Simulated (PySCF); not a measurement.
# Hartree-Fock beside MP2: AlBH3O2 cation

Calculated results; nothing here was measured. The program is PySCF 2.14.0, an open-source quantum chemistry code, run on an isolated molecule that a program drew, which may never have been made. The molecule is AlBH3O2 cation (charge +1, singlet), drawn as the SMILES string `O[B+][O][AlH2]`.

The geometry was optimised and harmonic frequencies were computed with HF and MP2, all in the cc-pV(D+d)Z basis, for the commonest isotopes, with a restricted reference for singlets and an unrestricted one otherwise, and a frozen core in MP2. Each result is a local minimum of its method.

Geometry at the HF minimum:
```xyz
7
AlBH3O2 cation, angstrom
O    -2.6646    2.0820    0.2653
B    -1.7827    1.4431   -0.3821
O    -0.9428    0.7615   -0.9692
Al    0.2936   -0.3072   -1.8072
H    -2.9060    2.9963    0.1435
H     0.2711   -1.7316   -1.2011
H     1.0331    0.5019   -2.9009
```

Lengths of the bonds as drawn, in Å (atoms numbered as above):
```
  bond     HF    MP2
 O1-B2  1.267  1.290
 B2-O3  1.231  1.251
O3-Al4  1.837  1.865
 O1-H5  0.953  0.973
Al4-H6  1.548  1.549
Al4-H7  1.548  1.550
```

Rotational constants, in GHz:
| constant | HF | MP2 |
|---|---|---|
| A | 105.3 | 102.6 |
| B | 2.215 | 2.15 |
| C | 2.17 | 2.105 |

Harmonic frequencies in cm^-1, each column in rising order, so a row needn't be the same motion in every method:
```
rank,HF,MP2
1,85,74
2,90,82
3,114,121
4,441,411
5,468,436
6,535,486
7,570,536
8,640,614
9,770,743
10,837,?
11,1188,1121
12,2111,2054
13,2152,2083
14,2156,2128
15,4060,3815
```

**Estimate the missing MP2 frequency from the HF column.**

A single factor s that minimises the squared misfit of MP2 against s times HF over the other rows is sum(HF x MP2) / sum(HF^2) = 0.9550, with an rms misfit of 30 cm^-1. For rank 10 it gives 0.9550 x 837 = 799 cm^-1. The calculation gives 812 cm^-1, 13 cm^-1 above the estimate. The drawn bonds are on average 1.2 % longer in MP2 than in HF.
